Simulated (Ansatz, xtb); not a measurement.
C2HPSi: which of two structures lies lower

Structure X: a singlet given by its coordinates. Structure Y: `[Si]=C=C=P`, a singlet. Both are isolated molecules in the gas phase, relaxed with PBE0-D3(BJ)/def2-SVP.

X (Å):

```yaml
atoms:
  - { symbol: C, position_ang: [0.0000, 0.0000, -0.4008] }
  - { symbol: C, position_ang: [0.0000, 0.0000, -1.6206] }
  - { symbol: P, position_ang: [0.0000, 0.0000, 3.3363] }
  - { symbol: Si, position_ang: [0.0000, 0.0000, 1.3823] }
  - { symbol: H, position_ang: [0.0000, 0.0000, -2.6973] }
```

Close contacts (Å): C1–C2 1.22, C1–Si4 1.78, P3–Si4 1.95, C2–H5 1.08.

Y (Å):

```yaml
atoms:
  - { symbol: C, position_ang: [-0.0404, -2.8104, -1.2620] }
  - { symbol: C, position_ang: [0.4695, -3.0115, -0.1028] }
  - { symbol: P, position_ang: [1.0118, -3.1820, 1.4644] }
  - { symbol: Si, position_ang: [-0.6932, -2.5631, -2.8206] }
  - { symbol: H, position_ang: [2.1229, -3.9994, 1.0734] }
```

Quicker runs give these differences E(Y) − E(X): GFN2-xTB +47.9 kJ/mol; HF/STO-3G −66.2 kJ/mol (at GFN2-xTB geometries); r2SCAN-D4/def2-SVP +5.8 kJ/mol (at GFN2-xTB geometries).

Question: Estimate which is lower in electronic energy at CCSD(T)/def2-TZVPP, and by roughly how much.

Answer: The CCSD(T)/def2-TZVPP calculation puts structure X lower, by 27.5 kJ/mol.

Level by level:

| level | geometry | E(Y) − E(X) (kJ/mol) | departure from the last row (kJ/mol) | job, with rough time for the two |
| --- | --- | --- | --- | --- |
| GFN2-xTB | GFN2-xTB | +47.9 | +20.4 | optimisation, 0.2 s |
| HF/STO-3G | GFN2-xTB | −66.2 | −93.7 | single point, 0.24 s |
| r2SCAN-D4/def2-SVP | GFN2-xTB | +5.8 | −21.7 | single point, 1.9 s |
| PBE0-D3(BJ)/def2-SVP | PBE0-D3(BJ)/def2-SVP | +6.1 | −21.4 | optimisation, 14 s |
| HF/def2-TZVPP | PBE0-D3(BJ)/def2-SVP | +15.8 | −11.7 | part of the CCSD(T) run |
| MP2/def2-TZVPP | PBE0-D3(BJ)/def2-SVP | +44.3 | +16.9 | part of the CCSD(T) run |
| CCSD(T)/def2-TZVPP | PBE0-D3(BJ)/def2-SVP | +27.5 |  | single point, 42 s |

HF/STO-3G puts the two in the other order. The largest departure from CCSD(T)/def2-TZVPP is that of HF/STO-3G, 93.7 kJ/mol.

With harmonic frequencies from PBE0-D3(BJ)/def2-SVP (ideal gas, rigid rotor, one conformer each, 298.15 K, 1 atm): on the last row, ΔE + ΔZPE = +18.9, ΔH = +18.7, ΔG = +14.9 kJ/mol.

The T1 diagnostic of structures X and Y is large, so the coupled-cluster value is less sure. The correlated steps freeze 12 core orbitals. Codes used: Ansatz 0.2.0, xtb 6.7.1; the last row on 1 thread of Intel(R) Xeon(R) 6975P-C (Granite Rapids) on a shared host.
